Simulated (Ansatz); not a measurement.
Consider the formal hydrolysis of a C–F bond: `B/C(Br)=C\F` + H₂O → `B/C(Br)=C/O` + H–F.

Calculated with Ansatz (gas phase, PBE0-D4/def2-TZVP geometries, no zero-point term in ΔE). CCSD(T)/CBS adds triple-zeta CCSD(T) − MP2 to the extrapolated MP2 energy (def2 sets, frozen cores). This one scheme is used for every species. Double bonds are as drawn, so ΔE can hold a change between cis and trans. Functionals use def2-TZVPP. B3LYP here is the variant with VWN-RPA as its local correlation; programs differ in this. For Br outer-core shells are correlated without core-valence functions, which leaves a few kJ/mol of doubt a bond. Scalar relativity is left out up to krypton. Each species was taken in one conformer, which may not be the lowest.

(1) Is it downhill or uphill in electronic energy at CCSD(T)/CBS, and by how much? (An estimate is asked.)

(2) What do these levels give: r2SCAN, B3LYP, HF/def2-TZVPP, SCS-MP2/def2-TZVPP, CCSD/def2-TZVPP, MP2/CBS(def2)? (An estimate is asked.)

Largest T1 diagnostic among the species: 0.012.

## Answers

(1) The calculation gave: Downhill: ΔE = -15.4 kcal/mol.

(2) Computed: r2SCAN -16.0, B3LYP -14.0, HF/def2-TZVPP -11.6, SCS-MP2/def2-TZVPP -14.8, CCSD/def2-TZVPP -14.2, MP2/CBS(def2) -17.2 kcal/mol.

In def2-TZVPP, CCSD(T) changes the Hartree–Fock value by −3.4 kcal/mol (the triples alone add −0.8 kcal/mol) and MP2 by −5.2 kcal/mol. The D4 term adds −1.0 kcal/mol with B3LYP and −0.5 kcal/mol with PBE0; it sums over pairs of atoms, weighted by their polarisabilities, and B3LYP, whose exchange is more repulsive, gets the larger term.
